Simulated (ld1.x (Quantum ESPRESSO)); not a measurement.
## What one change does to a pseudopotential (H, RRKJ)

ld1.x (Quantum ESPRESSO) 7.5 input, shortened:

```
&input
   title='H', zed=1., rel=1, dft='BLYP', iswitch=3,
   config='1s1 2p-2'
 /
 &inputp
   pseudotype=2, tm=.false., lloc=0,
   nlcc=.false.
 /
2
2P  2  1  -2.00   0.25  0.90  0.90  0.0
1S  1  0   1.00   0.00  0.85  0.85  0.0
 &test
   configts(1)='1s1'
 /
```

Change: wave 1s (bound): rc 0.85 bohr becomes 1s (bound): rc 0.70 bohr.

Cutoffs: the cutoffs (Ry, on a coarse ladder) from which the occupation-weighted sum of valence levels, in a spherical-Bessel basis at the reference potential, stays within 10 and 1 mRy of its value at 400 Ry; they do not see the model core or the augmentation charge, which bear on the density cutoff. Errors are all-electron minus pseudo energies relative to the spin-unpolarised reference configuration.

**Question.** What does the change do?

**Answer.** The potential gets harder (30 Ry and 60 Ry → 35 Ry and 80 Ry); neither file shows a bound ghost. A smaller radius makes the pseudo-wave follow the all-electron one further in, where it bends more sharply, so more plane waves are needed.

```tsv
quantity	base	changed
cutoff, loose	30 Ry	35 Ry
cutoff, tight	60 Ry	80 Ry
bound ghosts	none	none
error for 1s0.5, meV [ΔE 4.78 eV]	-9.3	-9.5
s: phases at 0.99 bohr within 0.05 rad from the reference energy up to (Ry; the scan ends near 5)	to the end of the scan	to the end of the scan
p: phases at 0.99 bohr within 0.05 rad from the reference energy up to (Ry; the scan ends near 5)	to the end of the scan	to the end of the scan
```
